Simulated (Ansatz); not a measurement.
Geometry optimisation, Ansatz, RKS PBE/def2-SVP.

Input file:

```yaml
crystal:
  periodic: [false, false, false]
  atoms:
    - { symbol: Zr, position_ang: [-0.191029, -0.30927, 0.160502] }
    - { symbol: O, position_ang: [-0.062135, -0.115658, 2.190552] }
    - { symbol: H, position_ang: [-0.772124, -0.024585, 2.848637] }
    - { symbol: O, position_ang: [1.584272, -0.559045, -0.56393] }
    - { symbol: H, position_ang: [2.411631, -0.453117, -1.050542] }
    - { symbol: O, position_ang: [-1.178023, 1.151581, -0.630019] }
    - { symbol: H, position_ang: [-1.565625, 1.898754, -1.10282] }
    - { symbol: O, position_ang: [-1.224403, -1.913666, -0.158484] }
    - { symbol: H, position_ang: [-1.582683, -2.6612, -0.655419] }
    - { symbol: Br, position_ang: [1.805791, 2.809173, 1.395539] }
    - { symbol: H, position_ang: [1.096528, 1.751434, 2.209084] }
basis:
  gaussian: { orbitals: def2-SVP }
hamiltonian:
  xc: pbe
relax:
  f_tol: 0.03
  max_steps: 50
output:
  orbitals: {}
```

Launched with:

```bash
$ ansatz run input.yaml --threads 4 --pin off --max-ram 5120MiB --backend cpu --events-out ev --progress --plain --runs-dir out
```

**Question.** Where does it end, and by what steps?

**Answer.** It converged. The force dipped under the threshold on the way, but the program's further checks kept it going. After 15 steps the energy has fallen by 0.230 eV; Br10 moved furthest, 0.71 Å.

```json
{"step": "0", "energy less start (eV)": "0.0000", "largest force component (eV/Å)": "0.770", "accepted": "yes"}
{"step": "1", "energy less start (eV)": "-0.1319", "largest force component (eV/Å)": "0.376", "accepted": "yes"}
{"step": "2", "energy less start (eV)": "-0.1871", "largest force component (eV/Å)": "0.275", "accepted": "yes"}
{"step": "3", "energy less start (eV)": "-0.2121", "largest force component (eV/Å)": "0.217", "accepted": "yes"}
{"step": "4", "energy less start (eV)": "-0.2131", "largest force component (eV/Å)": "0.714", "accepted": "yes"}
{"step": "5", "energy less start (eV)": "-0.2222", "largest force component (eV/Å)": "0.075", "accepted": "yes"}
{"step": "6", "energy less start (eV)": "-0.2160", "largest force component (eV/Å)": "0.583", "accepted": "no"}
{"step": "7", "energy less start (eV)": "-0.2260", "largest force component (eV/Å)": "0.090", "accepted": "yes"}
{"step": "8", "energy less start (eV)": "-0.2247", "largest force component (eV/Å)": "0.141", "accepted": "no"}
{"step": "9", "energy less start (eV)": "-0.2278", "largest force component (eV/Å)": "0.095", "accepted": "yes"}
{"step": "10", "energy less start (eV)": "-0.2284", "largest force component (eV/Å)": "0.078", "accepted": "yes"}
{"step": "11", "energy less start (eV)": "-0.2269", "largest force component (eV/Å)": "0.192", "accepted": "no"}
{"step": "12", "energy less start (eV)": "-0.2289", "largest force component (eV/Å)": "0.033", "accepted": "yes"}
{"step": "13", "energy less start (eV)": "-0.2293", "largest force component (eV/Å)": "0.008", "accepted": "yes"}
{"step": "14", "energy less start (eV)": "-0.2293", "largest force component (eV/Å)": "0.141", "accepted": "yes"}
{"step": "15", "energy less start (eV)": "-0.2296", "largest force component (eV/Å)": "0.019", "accepted": "yes"}
```

```xyz
11
Properties=species:S:1:pos:R:3
Zr -0.235 -0.293 0.037
O -0.018 0.225 1.970
H -0.340 -0.067 2.840
O 1.514 -0.553 -0.731
H 2.394 -0.430 -1.112
O -1.189 1.108 -0.882
H -1.492 1.912 -1.324
O -1.252 -1.936 -0.033
H -1.683 -2.731 -0.375
Br 1.738 2.789 2.100
H 0.885 1.551 2.152
```

Whether the end is a true minimum wasn't checked by a vibrational analysis.

Time of the run: 41 s on 4 threads of Arm Neoverse V1 (shared host), peak memory 0.22 GiB.
